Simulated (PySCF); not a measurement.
Calculated properties of `C(F)(F)(F)C#CC(F)F`

Species: C₄HF₅.
Bonds: F1–C2, C2–F3, C2–C4, C4–C5 (triple), C5–C6, C6–F7, C6–F8, C6–F9. Hydrogens: H10 on C2.

Some functional groups and rings: alkyne, CF3 group and C–F bond.

**PBE0-D3(BJ)/def2-SVP geometry optimisation, gas phase (PySCF)**

| Property | Result |
| --- | --- |
| Point group | Cs |
| Rotational constants A, B, C | 3.631, 0.651, 0.619 GHz |

**CAM-B3LYP/def2-SVPD ground state, ΔSCF and vertical TDDFT (core frozen in the response) (PySCF)**

| Property | Result |
| --- | --- |
| Dipole moment | 1.73 D |
| HOMO energy | -11.10 eV |
| LUMO energy | 0.01 eV |
| HOMO–LUMO gap | 11.11 eV |
| Lowest singlet excitation | 6.23 eV (199 nm, f = 0.000) |
| Strongest line among the 10 lowest singlet transitions | S8 at 9.73 eV (127 nm, f = 0.999) |
| Lowest triplet excitation (Tamm–Dancoff) | 5.08 eV |
| Static isotropic polarisability | 51.7 au |
| Vertical ionisation energy | 12.20 eV |
| Electronic spatial extent ⟨r²⟩ about the centre of nuclear charge | 1603 bohr² |

From PBE0/pcSseg-1 ground state and GIAO shieldings, non-relativistic (PySCF):

| Quantity | Value |
| --- | --- |
| Lowest Hirshfeld atomic charge | -0.09 e on F1/F3 |
| Highest Hirshfeld atomic charge | +0.27 e on C6 |
| 13C chemical shifts (computed TMS as zero) by class | 118.9 (C6), 106.2 (C2), 82.5 (C4), 80.8 (C5) ppm |
| 1H chemical shifts (computed TMS as zero) by class | 6.24 (H10) ppm |
| Isotropic shieldings of nuclei other than C and H, by class | 241 (F7/F8/F9), 305 (F1/F3) ppm |
| Mayer bond orders between heavy atoms | F1–C2 0.97, C2–F3 0.97, C2–C4 1.07, C4–C5 2.23, C5–C6 1.13, C6–F7 0.98, C6–F8 0.99, C6–F9 0.99 |

From B3LYP/pcJ-1 indirect spin-spin coupling, non-relativistic, gas phase; spin–dipole term left out for some pairs (PySCF):

| Item | Value |
| --- | --- |
| Largest of the computed one-bond spin–spin couplings (means over like bonds) | 19F–13C -328.2 (F7–C6 and 2 like it), 19F–13C -303.9 (F1–C2 and 1 like it), 13C–1H +195.5 (C2–H10) Hz |

Monoisotopic mass (most abundant isotopes): 143.9998 u.

S1 lies 4.88 eV below the HOMO–LUMO gap; its leading configuration is HOMO→LUMO, weight 0.77. The vertical singlet–triplet gap S1 − T1 is 1.15 eV (TDDFT singlet less Tamm–Dancoff triplet; S1: HOMO→LUMO, weight 0.77; T1: HOMO−1→LUMO, weight 0.55, beside HOMO→LUMO+1, weight 0.35). With B = h/(8π²I), that is 505.379 GHz u Å² over I, the principal moments of inertia are 139.2, 776.4 and 816.0 u Å² (most abundant isotopes). No computed singlet falls in the visible range (750 to 380 nm, 1.65 to 3.26 eV); S1 lies 2.97 eV above its blue end. The largest Löwdin shares of the HOMO are 0.41 on C5, 0.39 on C4 and 0.06 on C2. The dipole matches unit charges of opposite sign 0.36 Å apart (1 e·Å = 4.8032 D). The 10 singlets span 6.23 to 10.20 eV, and their oscillator strengths add up to 1.54.

